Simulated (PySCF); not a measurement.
## Correlation energy of Cd+ (cadmium, charge +1)

[Kr] 4d10 5s1, 2S determinant. Calculation: PySCF 2.14, in x2c-TZVPall (8s6p6d1f, 63 functions); scalar relativity by spin-free X2C-1e. Frozen: [Kr]; 11 electrons correlated.

MP2 pair energies summed by pair of shells (mhartree):

| pair | energy | share (%) |
| --- | --- | --- |
| 4d-4d | -270.35 | 90.3 |
| 4d-5s | -29.00 | 9.7 |

Total MP2 correlation energy: -299.35 mhartree.

Same-spin part -112.79 and opposite-spin part -186.56 mhartree; SCS-MP2 scales them by 1/3 and 6/5 to -261.47 mhartree.
